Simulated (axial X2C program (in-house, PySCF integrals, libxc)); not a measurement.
# RuCl: from Re and ωe to a spectrum

A bond curve at the CCSD(T) level, with spin–orbit coupling, was computed with an in-house relativistic program for diatomic molecules (basis Ru dyall-cv3z [12s12p8d5f3g], Cl dyall-av3z [9s8p3d2f] (cores contracted in-house)) for the state Ω = 7/2 (⟨Sz⟩ = 1.47, ⟨Lz⟩ = 2.03 at HF). Its fit gives Re = 2.2569 Å, ωe = 345.4 cm⁻¹, ωexe = 1.17 cm⁻¹ and αe = 6.306e-04 cm⁻¹; the masses are 101.9043 and 34.9689 u. Two-component means X2C with spin–orbit coupling and atomic mean-field Coulomb and Gaunt terms.

Correlated methods: 15 electrons correlated (number of frozen shells: Ru 4 s, 3 p, 1 d; Cl 2 s, 1 p), 289 virtual spin orbitals or spinors in MP2, 110 natural virtuals in coupled cluster.

(1) Find the reduced mass, Be and the force constant.

(2) A Morse curve ties αe to the other constants (Pekeris). How well does that hold?

(3) Estimate the centrifugal constant by the Kratzer relation.

(4) Where do the fundamental and the first overtone lie?

Occupations by symmetry block were frozen at the best pattern of an incomplete PBE0 search. Coupled cluster ran in a truncated set of natural virtual spinors; the MP2 energy of the rest was added. (T) has no such correction and the atoms are truncated less, which lowers De at CCSD(T) by a hundredth of an eV or more. Other states lie close and PBE0, whose exact exchange favours high spin, may order them wrongly; the determinant shown need not be the ground state. The nearest other 2c determinant of the search, Ω = 9/2, lies 0.01 eV up at the distance of the search. With several unpaired electrons one determinant need not be a pure state.

Answers

(1) From the CCSD(T) values: μ = 26.0349 u. Be = 16.8576/(μ Re²) = 0.1271 cm⁻¹. k = 5.8918×10⁻⁷ μ ωe² = 1.83 mdyn/Å.

(2) αe(Morse) = 6Be²/ωe × (√(ωexe/Be) − 1) = 5.709e-04 cm⁻¹; the CCSD(T) curve gives 6.306e-04 cm⁻¹, a ratio of 0.91.

(3) D = 4Be³/ωe² = 6.89e-08 cm⁻¹.

(4) ν(1←0) = ωe − 2ωexe = 343.1 cm⁻¹; ν(2←0) = 2ωe − 6ωexe = 683.8 cm⁻¹.
